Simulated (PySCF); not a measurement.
PySCF input for C4H4, SMILES C12C3C2C31, TDA-PBE/def2-SVPD. Coordinates come from a PBE0-D3(BJ)/def2-SVP optimisation.

```python
import numpy as np
from pyscf import gto, scf, dft, tdscf

mol = gto.M(
    atom='''
    C    -0.52057788    0.52057788   -0.52057788
    C     0.52057788    0.52057788    0.52057788
    C     0.52057788   -0.52057788   -0.52057788
    C    -0.52057788   -0.52057788    0.52057788
    H    -1.14416292    1.14416292   -1.14416292
    H     1.14416292    1.14416292    1.14416292
    H     1.14416292   -1.14416292   -1.14416292
    H    -1.14416292   -1.14416293    1.14416292
    ''',
    basis='def2-SVPD',
    charge=0,
    spin=0,
    symmetry=True,
    max_memory=1600,
    verbose=4,
)
mf = dft.RKS(mol, xc='pbe').density_fit(auxbasis='def2-universal-jkfit')
mf.grids.level = 3
mf.conv_tol = 1e-9
mf.max_cycle = 100
mf.kernel()
mf.grids = dft.Grids(mol).set(level=1).build(with_non0tab=True)  # coarser grid for the response kernel
td = tdscf.TDA(mf)
td.singlet = True
td.nstates = 10
td.conv_tol = 1e-4
td.positive_eig_threshold = 1e-6
td.kernel(x0=td.get_init_guess(mf, 15))
td.analyze()
tt = tdscf.TDA(mf)
tt.singlet = False
tt.nstates = 4
tt.conv_tol = 1e-4
tt.positive_eig_threshold = 1e-6
tt.kernel(x0=tt.get_init_guess(mf, 9))
tt.analyze(verbose=3)
```

Log of the run:

```
PySCF version 2.14.0

[INPUT] verbose = 4
[INPUT] num. atoms = 8
[INPUT] num. electrons = 28
[INPUT] charge = 0
[INPUT] spin (= nelec alpha-beta = 2S) = 0
[INPUT] symmetry True subgroup None
[INPUT] Mole.unit = angstrom
[INPUT] Symbol           X                Y                Z      unit          X                Y                Z       unit  Magmom
[INPUT]  1 C     -0.520577880000   0.520577880000  -0.520577880000 AA   -0.983749619707   0.983749619707  -0.983749619707 Bohr   0.0
[INPUT]  2 C      0.520577880000   0.520577880000   0.520577880000 AA    0.983749619707   0.983749619707   0.983749619707 Bohr   0.0
[INPUT]  3 C      0.520577880000  -0.520577880000  -0.520577880000 AA    0.983749619707  -0.983749619707  -0.983749619707 Bohr   0.0
[INPUT]  4 C     -0.520577880000  -0.520577880000   0.520577880000 AA   -0.983749619707  -0.983749619707   0.983749619707 Bohr   0.0
[INPUT]  5 H     -1.144162920000   1.144162920000  -1.144162920000 AA   -2.162154560683   2.162154560683  -2.162154560683 Bohr   0.0
[INPUT]  6 H      1.144162920000   1.144162920000   1.144162920000 AA    2.162154560683   2.162154560683   2.162154560683 Bohr   0.0
[INPUT]  7 H      1.144162920000  -1.144162920000  -1.144162920000 AA    2.162154560683  -2.162154560683  -2.162154560683 Bohr   0.0
[INPUT]  8 H     -1.144162920000  -1.144162930000   1.144162920000 AA   -2.162154560683  -2.162154579580   2.162154560683 Bohr   0.0

nuclear repulsion = 106.012779450897
point group symmetry = Td, use subgroup D2
symmetry origin: [ 0.00000000e+00 -6.74902182e-10  0.00000000e+00]
symmetry axis x: [ 1.00000000e+00 -3.64167117e-10 -3.64167501e-10]
symmetry axis y: [ 3.64167116e-10  1.00000000e+00 -3.64167116e-10]
symmetry axis z: [3.64167501e-10 3.64167116e-10 1.00000000e+00]
num. orbitals of irrep A = 28
num. orbitals of irrep B1 = 28
num. orbitals of irrep B2 = 28
num. orbitals of irrep B3 = 28
number of shells = 48
number of NR pGTOs = 160
number of NR cGTOs = 112
basis = def2-SVPD
ecp = {}


[settings echo left out]
init E= -155.100189415742
HOMO (A) = -0.285975436789884  LUMO (B2) = 0.0070342216942878  gap/eV = 7.97320
cycle= 1 E= -154.304180909413  delta_E= 0.796  |g|= 0.389  |ddm|=  5.1
HOMO (A) = -0.116077601763188  LUMO (A) = 0.0458317806676178  gap/eV = 4.40578
cycle= 2 E= -154.231665885382  delta_E= 0.0725  |g|= 0.661  |ddm|=  1.3
HOMO (A) = -0.198920974580547  LUMO (A) = 0.0311266219672244  gap/eV = 6.25991
cycle= 3 E= -154.349338141859  delta_E= -0.118  |g|= 0.0146  |ddm|= 0.806
HOMO (A) = -0.201520086048401  LUMO (A) = 0.0296211283562844  gap/eV = 6.28967
cycle= 4 E= -154.34939283659  delta_E= -5.47e-05  |g|= 0.0032  |ddm|= 0.0404
HOMO (A) = -0.201127250683793  LUMO (A) = 0.0296934363566228  gap/eV = 6.28095
cycle= 5 E= -154.349395252847  delta_E= -2.42e-06  |g|= 0.000223  |ddm|= 0.00755
HOMO (A) = -0.201157620998599  LUMO (A) = 0.0296842756648674  gap/eV = 6.28153
cycle= 6 E= -154.349395268975  delta_E= -1.61e-08  |g|= 1.57e-05  |ddm|= 0.000857
HOMO (A) = -0.201161910708539  LUMO (A) = 0.0296809714177146  gap/eV = 6.28155
cycle= 7 E= -154.34939526906  delta_E= -8.54e-11  |g|= 6.39e-07  |ddm|= 3.37e-05
HOMO (A) = -0.201161507955244  LUMO (A) = 0.0296810912760814  gap/eV = 6.28155
Extra cycle  E= -154.34939526906  delta_E= -3.41e-13  |g|= 9.42e-07  |ddm|= 1.93e-06
converged SCF energy = -154.34939526906
tot grids = 30608
Overwritten attributes  positive_eig_threshold  of <class 'pyscf.tdscf.rks.TDA'>


******** <class 'pyscf.tdscf.rks.TDA'> for <class 'pyscf.df.df_jk.DFSymAdaptedRKS'> ********
nstates = 10 singlet
deg_eia_thresh = 1.000e-03
wfnsym = None
conv_tol = 0.0001
eigh lindep = 1e-12
eigh level_shift = 0
eigh max_cycle = 100


Excitation energies (eV)
[6.29268996 6.29268996 6.40523129 6.4052313  6.4052313  6.49175013
 6.49175014 6.49175014 7.93053661 7.93053661]

** Singlet excitation energies and oscillator strengths **
Excited State   1:    A      6.29269 eV    197.03 nm  f=0.0000
      14 -> 15       -0.70636
Excited State   2:    A      6.29269 eV    197.03 nm  f=0.0000
      13 -> 15        0.70636
Excited State   3:   B1      6.40523 eV    193.57 nm  f=0.0000
      13 -> 16        0.61214
      14 -> 16        0.35342
Excited State   4:   B2      6.40523 eV    193.57 nm  f=0.0000
      14 -> 17       -0.70684
Excited State   5:   B3      6.40523 eV    193.57 nm  f=0.0000
      13 -> 18        0.61214
      14 -> 18       -0.35342
Excited State   6:   B2      6.49175 eV    190.99 nm  f=0.0468
      13 -> 17        0.70466
Excited State   7:   B1      6.49175 eV    190.99 nm  f=0.0468
      13 -> 16       -0.35233
      14 -> 16        0.61025
Excited State   8:   B3      6.49175 eV    190.99 nm  f=0.0468
      13 -> 18        0.35232
      14 -> 18        0.61025
Excited State   9:    A      7.93054 eV    156.34 nm  f=0.0000
      14 -> 19        0.70502
Excited State  10:    A      7.93054 eV    156.34 nm  f=0.0000
      13 -> 19        0.70502

** Transition electric dipole moments (AU) **
state          X           Y           Z        Dip. S.      Osc.
  1         0.0000      0.0000      0.0000      0.0000      0.0000
  2        -0.0000     -0.0000      0.0000      0.0000      0.0000
  3        -0.0000     -0.0000     -0.0000      0.0000      0.0000
  4         0.0000     -0.0000      0.0000      0.0000      0.0000
  5        -0.0000      0.0000     -0.0000      0.0000      0.0000
  6        -0.0000      0.5427      0.0000      0.2945      0.0468
  7         0.0000      0.0000     -0.5426      0.2945      0.0468
  8         0.5426      0.0000     -0.0000      0.2945      0.0468
  9         0.0000      0.0000      0.0000      0.0000      0.0000
 10         0.0000      0.0000     -0.0000      0.0000      0.0000

** Transition velocity dipole moments (imaginary part, AU) **
state          X           Y           Z        Dip. S.      Osc.
  1        -0.0000     -0.0000     -0.0000      0.0000      0.0000
  2         0.0000      0.0000     -0.0000      0.0000      0.0000
  3         0.0000      0.0000     -0.0000      0.0000      0.0000
  4        -0.0000     -0.0000     -0.0000      0.0000      0.0000
  5        -0.0000     -0.0000      0.0000      0.0000      0.0000
  6         0.0000      0.1513     -0.0000      0.0229      0.0639
  7         0.0000     -0.0000     -0.1513      0.0229      0.0639
  8         0.1513     -0.0000     -0.0000      0.0229      0.0639
  9         0.0000      0.0000      0.0000      0.0000      0.0000
 10         0.0000      0.0000     -0.0000      0.0000      0.0000

** Transition magnetic dipole moments (imaginary part, AU) **
state          X           Y           Z
  1         0.0000      0.0000     -0.0000
  2         0.0000      0.0000      0.0000
  3         0.0000     -0.0000      0.6508
  4         0.0000     -0.6508     -0.0000
  5        -0.6508     -0.0000     -0.0000
  6         0.0000     -0.0000      0.0000
  7        -0.0000     -0.0000     -0.0000
  8        -0.0000      0.0000     -0.0000
  9        -0.0000     -0.0000      0.0000
 10         0.0000      0.0000      0.0000


******** <class 'pyscf.tdscf.rks.TDA'> for <class 'pyscf.df.df_jk.DFSymAdaptedRKS'> ********
nstates = 4 triplet
deg_eia_thresh = 1.000e-03
wfnsym = None
conv_tol = 0.0001
eigh lindep = 1e-12
eigh level_shift = 0
eigh max_cycle = 100


Excitation energies (eV)
[6.19309241 6.19309241 6.22080823 6.22080823]

** Triplet excitation energies and oscillator strengths **
Excited State   1:    A      6.19309 eV    200.20 nm  f=0.0000
Excited State   2:    A      6.19309 eV    200.20 nm  f=0.0000
Excited State   3:   B2      6.22081 eV    199.31 nm  f=0.0000
Excited State   4:   B1      6.22081 eV    199.31 nm  f=0.0000
```

The run converged.

Cost: around 9 core-seconds (rough).
